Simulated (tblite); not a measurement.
C11H9NSi.
SMILES with atom numbers: `[cH:1]1[cH:2][cH:3][c:4]2[c:5]([cH:6]1)[SiH2:7][c:8]1[cH:9][n:10][cH:11][cH:12][c:13]1-2` (hydrogens: H14 on C1; H15 on C2; H16 on C3; H17 on C6; H18, H19 on Si7; H20 on C9; H21 on C11; H22 on C12)

Computed geometry: GFN2-xTB, gas phase.

**Question.** Give the optimised bond lengths and angles.

**Answer.** 
```csv
bond,length (Å),order
C1–C2,1.385,aromatic
C2–C3,1.385,aromatic
C3–C4,1.388,aromatic
C4–C5,1.407,aromatic
C5–C6,1.382,aromatic
C5–Si7,1.887,single
Si7–C8,1.883,single
C8–C9,1.382,aromatic
C9–N10,1.325,aromatic
N10–C11,1.322,aromatic
C11–C12,1.387,aromatic
C12–C13,1.389,aromatic
C1–C6,1.387,aromatic
C8–C13,1.407,aromatic
C4–C13,1.464,single
C1–H14,1.080,single
C2–H15,1.081,single
C3–H16,1.080,single
C6–H17,1.081,single
"Si7–H18, Si7–H19",1.464,single
C9–H20,1.083,single
C11–H21,1.083,single
C12–H22,1.079,single
```

Bonds in one row agree within 0.01 Å and their mean is given. Orders are formal, as drawn. A selection of angles:
```csv
angle,degrees
C2–C1–C6,120.1
C2–C1–H14,119.9
C6–C1–H14,120.0
C1–C2–C3,120.4
C1–C2–H15,119.8
C3–C2–H15,119.8
C2–C3–C4,119.7
C2–C3–H16,119.6
C4–C3–H16,120.6
C3–C4–C5,120.1
C3–C4–C13,125.3
C5–C4–C13,114.6
C4–C5–C6,119.4
C4–C5–Si7,110.8
C6–C5–Si7,129.9
C5–C6–H17,119.7
C1–C6–C5,120.4
C1–C6–H17,119.9
C5–Si7–C8,89.0
C5–Si7–H18,113.3
C8–Si7–H18,113.5
H18–Si7–H19,112.3
Si7–C8–C9,131.5
Si7–C8–C13,110.6
C9–C8–C13,117.9
C8–C9–N10,123.7
C8–C9–H20,120.9
N10–C9–H20,115.4
C9–N10–C11,118.0
N10–C11–C12,123.9
N10–C11–H21,115.3
C12–C11–H21,120.7
C11–C12–C13,118.0
C11–C12–H22,120.2
C13–C12–H22,121.8
C8–C13–C12,118.5
C4–C13–C12,126.5
C4–C13–C8,115.0
```

Dihedral angles: C4–C5–Si7–C8 0° (synperiplanar); C5–Si7–C8–C9 180° (antiperiplanar); C3–C4–C13–C12 0° (synperiplanar).

Of the pairs four or more bonds apart, H16···H22 is among the closest relative to their van der Waals radii: 2.25 Å, 94 % of the sum of Bondi's values. Si7 (SiH2 silicon) has angles from 89.0° to 113.5°. The 5-membered ring C4–C5–Si7–C8–C13 has internal angles of 89.0° to 115.0°; it is planar, 0.00 Å rms from its mean plane, widest ring torsion 0°. The 13 heavy atoms lie in one plane (0.001 Å rms). The 6-membered ring C1–C2–C3–C4–C5–C6 has internal angles of 119.4° to 120.4° (sum 720°, against 720° for a flat polygon); it is planar, 0.00 Å rms from its mean plane, widest ring torsion 0°. The 6-membered ring C8–C9–N10–C11–C12–C13 has internal angles of 117.9° to 123.9° (sum 720°, against 720° for a flat polygon); it is planar, 0.00 Å rms from its mean plane, widest ring torsion 0°. The 11 C–C bonds span 1.382 Å (C8–C9, aromatic) to 1.464 Å (C4–C13, drawn single), a spread of 0.082 Å.

Point group: Cs (tolerance 0.08 Å). Its GFN2-xTB frequencies are all real (lowest 81 cm⁻¹).

The run took 0.3 s on an Arm Neoverse V1 with one thread (shared host). These figures are those of the optimisation.
